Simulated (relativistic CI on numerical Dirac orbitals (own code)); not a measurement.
Au⁴⁺ (5d7) in a crystal field

Calculated by Dirac-Coulomb-Breit CI, KLI orbitals optimised for each configuration, model QED (radiative potential, 1s self-energy scaled to tabulated hydrogen-like ionisation energies), one configuration in a parametric crystal field, unscaled Slater integrals (own radial code). With so little scaling, terms lie 10 to 35 % too far apart, which can change the order of excited levels.

Field parameters in Wybourne normalisation: D4h B²₀ = −7Ds, B⁴₀ = 21(Dq − Dt), B⁴₄ = 21√(5/14) Dq; Oh B⁴₀ = 21Dq, B⁴₄ = √(5/14) B⁴₀; Td as Oh with Dq negative (B⁴₀ = 21Dq, B⁴₄ = √(5/14) B⁴₀). The field is a parameter set, without covalency.

S and J are read from ⟨S²⟩ = S(S + 1) and ⟨J²⟩ = J(J + 1) of each level; they are not fictitious spins.

Oh, 10Dq = 25200 cm⁻¹, the lowest 10 levels:

```json
{"E (cm⁻¹)": "0.0", "Degeneracy": "4", "Irrep": "Γ8", "S": "0.86", "J": "3.90"}
{"E (cm⁻¹)": "4479", "Degeneracy": "2", "Irrep": "Γ6", "S": "1.46", "J": "4.32"}
{"E (cm⁻¹)": "7567", "Degeneracy": "4", "Irrep": "Γ8", "S": "1.40", "J": "3.99"}
{"E (cm⁻¹)": "15375", "Degeneracy": "2", "Irrep": "Γ7", "S": "1.49", "J": "2.96"}
{"E (cm⁻¹)": "17363", "Degeneracy": "4", "Irrep": "Γ8", "S": "1.30", "J": "3.76"}
{"E (cm⁻¹)": "21253", "Degeneracy": "4", "Irrep": "Γ8", "S": "0.78", "J": "3.61"}
{"E (cm⁻¹)": "27467", "Degeneracy": "2", "Irrep": "Γ7", "S": "0.77", "J": "3.56"}
{"E (cm⁻¹)": "28328", "Degeneracy": "4", "Irrep": "Γ8", "S": "0.70", "J": "4.19"}
{"E (cm⁻¹)": "29312", "Degeneracy": "2", "Irrep": "Γ6", "S": "0.85", "J": "4.49"}
{"E (cm⁻¹)": "31579", "Degeneracy": "4", "Irrep": "Γ8", "S": "0.89", "J": "3.07"}
```

D4h, 10Dq = 16000, Ds = 2620, Dt = -310 cm⁻¹, the lowest 16 levels:

```
E (cm⁻¹)  Degeneracy  Irrep     S     J
     0.0           2     Γ6  1.23  3.96
    4078           2     Γ7  1.44  4.04
    5612           2     Γ6  1.23  4.31
    8310           2     Γ7  1.12  3.92
    9923           2     Γ6  1.29  4.17
   15167           2     Γ7  1.23  3.28
   17515           2     Γ6  1.24  3.89
   19239           2     Γ7  1.22  3.08
   20081           2     Γ6  0.94  3.41
   21544           2     Γ7  1.10  3.97
   23324           2     Γ6  1.03  3.73
   25125           2     Γ6  1.05  3.66
   25345           2     Γ7  1.11  3.16
   27859           2     Γ6  1.31  3.49
   28911           2     Γ7  1.26  3.17
   29338           2     Γ6  1.22  3.33
```

Principal g values of the ground doublet: 1.93, 4.95, 4.95.

Oh, 10Dq = 26550 cm⁻¹, the lowest 10 levels:

| E (cm⁻¹) | Degeneracy | Irrep | S | J |
| --- | --- | --- | --- | --- |
| 0.0 | 4 | Γ8 | 0.82 | 3.90 |
| 5464 | 2 | Γ6 | 1.47 | 4.31 |
| 8515 | 4 | Γ8 | 1.40 | 3.98 |
| 16285 | 2 | Γ7 | 1.49 | 2.96 |
| 18094 | 4 | Γ8 | 1.32 | 3.71 |
| 22415 | 4 | Γ8 | 0.76 | 3.65 |
| 28607 | 2 | Γ7 | 0.74 | 3.59 |
| 29356 | 4 | Γ8 | 0.68 | 4.20 |
| 30488 | 2 | Γ6 | 0.78 | 4.58 |
| 32880 | 4 | Γ8 | 0.86 | 3.07 |

D4h, 10Dq = 31100, Ds = -1330, Dt = 390 cm⁻¹, the lowest 16 levels:

```csv
E (cm⁻¹),Degeneracy,Irrep,S,J
0.0,2,Γ7,0.77,3.89
3004,2,Γ6,0.82,3.92
8645,2,Γ6,1.42,4.27
10404,2,Γ6,1.43,3.92
12312,2,Γ7,1.40,3.91
19005,2,Γ7,1.39,3.41
20733,2,Γ7,1.42,3.37
22910,2,Γ6,1.34,3.69
25278,2,Γ6,0.74,3.69
26104,2,Γ7,0.74,3.67
31221,2,Γ7,0.71,4.01
31740,2,Γ7,0.71,3.66
32079,2,Γ6,0.65,4.44
35451,2,Γ7,0.81,3.20
36336,2,Γ6,0.74,4.43
36863,2,Γ6,0.79,3.13
```

Principal g values of the ground doublet: 2.73, 2.73, 3.19.

Td, 10Dq = -19950 cm⁻¹, the lowest 16 levels:

```csv
E (cm⁻¹),Degeneracy,Irrep,S,J
0.0,4,Γ8,1.45,4.02
11725,4,Γ8,1.08,4.28
14629,2,Γ6,1.00,4.22
18224,4,Γ8,0.94,3.12
23228,2,Γ7,1.08,3.17
24601,4,Γ8,1.17,3.20
25000,2,Γ6,1.29,3.74
25732,2,Γ7,1.39,3.38
26720,4,Γ8,1.15,4.15
28638,4,Γ8,1.12,3.50
30288,2,Γ6,1.25,3.98
35486,4,Γ8,1.35,2.90
37519,4,Γ8,1.06,3.27
38177,2,Γ7,1.10,3.90
40104,4,Γ8,0.83,3.51
41144,4,Γ8,0.65,4.73
```

The free-ion ground term has S = 3/2. The field overcomes the spin-pairing energy for Oh, 10Dq = 25200 cm⁻¹; Oh, 10Dq = 26550 cm⁻¹; D4h, 10Dq = 31100, Ds = -1330, Dt = 390 cm⁻¹, where the ground state has lower spin; these fields are assumed values.

Levels of this model without a field, named by their leading LS term: ⁴F9/2 0, ⁴F7/2 11065, ²P3/2 13388, ⁴F5/2 13467, ⁴F3/2 19947, ⁴P5/2 22099, ²G9/2 22676, ⁴P1/2 26428 cm⁻¹.
